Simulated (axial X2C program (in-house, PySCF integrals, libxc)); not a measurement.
# LiTl⁺: from Re and ωe to a spectrum

A bond curve at the CCSD(T) level, with spin–orbit coupling, was computed with an axial X2C code built on PySCF integrals (basis Tl dyall-cv3z [12s14p10d7f1g], Li dyall-cv3z [7s8p2d] (cores contracted in-house)) for the state Ω = 1/2 (⟨Sz⟩ = 0.37, ⟨Lz⟩ = 0.13 at HF). Its fit gives Re = 3.1999 Å, ωe = 180.6 cm⁻¹, ωexe = 0.763 cm⁻¹ and αe = 2.297e-03 cm⁻¹; the masses are 204.9744 and 7.0160 u. Two-component means X2C with spin–orbit coupling and atomic mean-field Coulomb and Gaunt terms.

Correlated methods: 13 electrons correlated (number of frozen shells: Tl 5 s, 4 p, 2 d, 1 f; Li 1 s), 249 virtual spin orbitals or spinors in MP2, 90 natural virtuals in coupled cluster.

Find the reduced mass, Be and the force constant.

From the CCSD(T) values: μ = 6.7838 u. Be = 16.8576/(μ Re²) = 0.2427 cm⁻¹. k = 5.8918×10⁻⁷ μ ωe² = 0.13 mdyn/Å.

Estimate the centrifugal constant by the Kratzer relation.

D = 4Be³/ωe² = 1.75e-06 cm⁻¹.

Where do the fundamental and the first overtone lie?

ν(1←0) = ωe − 2ωexe = 179.1 cm⁻¹; ν(2←0) = 2ωe − 6ωexe = 356.6 cm⁻¹.

A Morse curve ties αe to the other constants (Pekeris). How well does that hold?

αe(Morse) = 6Be²/ωe × (√(ωexe/Be) − 1) = 1.513e-03 cm⁻¹; the CCSD(T) curve gives 2.297e-03 cm⁻¹, a ratio of 0.66.

Estimate De from a Morse curve and compare with the computed well depth of 0.808 eV to Tl + Li+.

De(Morse) = ωe²/(4ωexe) = 1.325 eV against 0.808 eV computed, a ratio of 1.64. The extrapolation overshoots: the well softens faster than a Morse curve, or the lowest atomic limit lies below the one to which the curve heads.

One determinant describes the state; a PBE0 search over occupations chose it and may have missed a lower one. De is counted from the lowest determinant-based energies of the atoms at the same level, without counterpoise correction. CCSD and (T) use frozen natural virtuals with an MP2 correction for the truncation; (T) itself is uncorrected, so its De runs slightly low.
